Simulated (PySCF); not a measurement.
## Structure from 2D NMR

Compound of formula C$_{5}$H$_{9}$NO$_{3}$Si. Correlations simulated from computed shifts and the bond graph:

HSQC (one-bond C–H):
```tsv
δH	δC
7.89	155.1
7.04	155.1
4.10	81.3
4.07	81.3
2.17	23.9
```

COSY cross peaks (H two or three bonds apart, from the bond graph; peaks can be absent where the dihedral angle is near 90°):
```tsv
δH	δH
7.89	7.04
4.10	4.07
```

HMBC (two and three bonds, from the bond graph):
```tsv
δH	δC
7.89	168.8
7.04	168.8
5.20	176.8, 168.8
4.10	168.8
4.07	168.8
2.17	176.8
```

Carbons without hydrogens: δ 176.8, 168.8.

PySCF calculation with shieldings: GIAO PBE0/pcSseg-1 and GFN2-xTB geometry; in vacuum, one conformer, equivalent nuclei averaged, non-relativistic Hamiltonian.

Shifts are taken against calculated references (same method and geometry level): ¹H (31.72 ppm), ¹³C (186.93 ppm) against TMS.

Exchangeable hydrogens are left out of these lists.

Task: Work out the connectivity.

Result: `InChI=1S/C5H9NO3Si/c1-4(6-3)8-10-9-5(2)7/h1,3,10H2,2H3`.

Structure with atom numbers: `[CH2:1]=[N:2][C:3](=[CH2:4])[O:5][SiH2:6][O:7][C:8]([CH3:9])=[O:10]`; H(Xn) means a hydrogen on atom n. Ha(C1) is cis to C3; Ha(C4) is cis to N2; Hb(C1) is trans to C3; Hb(C4) is trans to N2.

- δC 176.8 is C8, a carbonyl carbon.
- δC 168.8 is C3, an alkene carbon bearing oxygen.
- δC 155.1 is C1, a C=N carbon (δH 7.89, 7.04).
- δC 81.3 is C4, a β carbon of an enol-ether or enamine type C=C (δH 4.10, 4.07).
- δC 23.9 is C9, a methyl carbon α to a carbonyl (δH 2.17).
- HMBC from δH 7.89 reaches the proton-free carbon C3.
- HMBC from δH 7.04 reaches the proton-free carbon C3.
- HMBC from δH 5.20 reaches the proton-free carbons C8, C3.
- HMBC from δH 4.10 reaches the proton-free carbon C3.
- COSY links 7.89–7.04, 4.10–4.07.

The data come from this structure; uniqueness wasn't tested.

Shifts are as computed. Against solution values, carbons near 30 ppm lie about +3 ppm off and those near 130 ppm about +5 ppm. Of 1211 compounds with measured shifts, 218 miss one by over three times the rms of a fit or turn the order of signals round; such compounds aren't used in these exercises.
